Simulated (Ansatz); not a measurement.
Program: Ansatz 0.2.0.

A structure relaxed at PBE0-D4/def2-TZVP, charge 0, multiplicity 2:

Cartesian coordinates in Å:
```
Cl 2.514 1.118 -0.457
Si 1.312 -0.328 0.388
Si -0.872 -0.061 -0.397
Cl -2.022 -1.482 0.553
H 1.436 -0.218 1.869
H -1.446 1.276 -0.097
H -0.921 -0.304 -1.859
```

(1) Give its formula and SMILES.

(2) Summarise the bond lengths by kind.

Results:

(1) Cl2H3Si2, `Cl[SiH][SiH2]Cl`.

(2) 2 × Cl–Si 2.060 to 2.062 Å; 1 × Si–Si 2.336 Å; 3 × H–Si 1.482 to 1.490 Å.
